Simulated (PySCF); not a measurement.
CH3F2O2Ta, SMILES C[O][Ta](=[O])([F])[F], multiplicity 1.

Coordinates come from a B3LYP-D3(BJ)/def2-SVP optimisation. The spin state was assumed, not searched. The structure was generated by enumeration; whether it is a known compound was not checked. The def2 effective core potentials stand for the cores of Ta; spin–orbit coupling is left out. One conformer was computed; it need not be the lowest.

Two levels are set side by side: PBE/def2-TZVP (PySCF) and CAM-B3LYP/def2-TZVP (PySCF). Same geometry, gas phase. Differences are taken from unrounded values.

```csv
quantity,CAM-B3LYP,PBE,PBE minus CAM-B3LYP
orbital gap (eV),10.93,5.98,-4.95
highest occupied level (eV),-10.85,-7.81,3.04
lowest empty level (eV),0.08,-1.83,-1.91
dipole moment (D),3.39,3.26,-0.13
mean polarisability (bohr³),52.4,56.4,3.9
```

Without exact exchange PBE keeps part of each electron's self-repulsion, which lifts occupied levels and narrows the gap. PBE's more diffuse valence density responds more strongly to a field. Differences between two approximate levels are no errors against the true value.

Rough cost on one machine, each run with all the roots and properties that it gave: CAM-B3LYP against PBE within a factor of 2.
